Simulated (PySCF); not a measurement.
Be(Et) (C₂H₅Be), SMILES [Be][CH2]C, multiplicity 2.

Geometry optimised at r2SCAN-D4/def2-TZVP. The multiplicity is an assumed one; other spin states were not compared. The isomer is the one that the SMILES or the coordinates give; other isomers of the formula were not compared.

These are PBE/def2-TZVPD (PySCF) values and carry that method's errors.

Isolated molecule, no solvent.

Problem. Estimate the frontier levels, dipole moment and polarisability. (An estimate is asked for; the answer gives what the named calculation found.)

Solution. 
```yaml
"α spin, highest occupied and lowest empty level": -4.41 and -1.72 eV
"β spin, highest occupied and lowest empty level": -6.66 and -2.34 eV
dipole_moment: 0.45 D
quadrupole, principal values (traceless, Buckingham form, about the centre of nuclear charge): -4.42, 1.88, 2.54 D·Å
mean_static_polarisability: 60.3 bohr³ (8.94 Å³)
polarisability_principal_values: 57.4, 57.5, 66.1 bohr³
"⟨S²⟩": 0.751 (pure state 0.75)
```
